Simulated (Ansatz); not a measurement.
CH9B2InOSi (`BBOC[SiH2][InH2]`). The species carries charge 0 and has multiplicity 1. Correlated methods include outer-core shells of In, which these sets cover unevenly. In takes the def2 core potential.

```xyz
15

B    -2.612   -0.432    1.058
B    -1.162   -1.077    0.535
O    -0.028   -0.346    0.398
C     1.221   -0.910   -0.089
Si    1.946    0.404   -1.285
In    0.395    2.144   -0.207
H    -3.427   -0.007    0.289
H    -2.932   -0.451    2.214
H    -1.107   -2.253    0.253
H     1.019   -1.890   -0.526
H     1.875   -1.045    0.776
H     1.675   -0.004   -2.692
H     3.424    0.457   -1.109
H     0.841    2.862    1.301
H    -1.129    2.547   -0.916
```

Q: Give the diagnostics of a CCSD(T)/def2-TZVPP run (frozen core, the Gaussian-basis code of Ansatz). (An estimate is asked.)

A: The calculation gave: T1 = 0.0147, largest single amplitude 0.019, largest double 0.023, (T) share of the correlation energy 3.5 %, 10 CCSD cycles. The RHF solution is stable towards an unrestricted one. T1 lies under the customary mark of 0.02 for closed shells.
